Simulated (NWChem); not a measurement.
GaH2S2F; SMILES [F][Ga]([SH])[SH]

```xyz
6

Ga    -0.2367    -0.0107     0.0000
F     -1.9861     0.0513     0.0000
S      0.7990     1.9179     0.0000
H     -0.3708     2.5967     0.0000
S      0.6791    -1.9953     0.0000
H      1.9331    -1.4898     0.0000
```
Atoms are numbered in this order, from 1.

All runs: NWChem. Pople sets run with spherical d functions. Geometry: optimised at PBE0/def2-SVP.

Question: Order these by “orbital gap (eV)”, lowest first: Hartree-Fock/6-31G*; Hartree-Fock/def2-TZVPD; Hartree-Fock/STO-3G.

Answer: Hartree-Fock/def2-TZVPD (11.48), Hartree-Fock/6-31G* (12.58), Hartree-Fock/STO-3G (12.82)
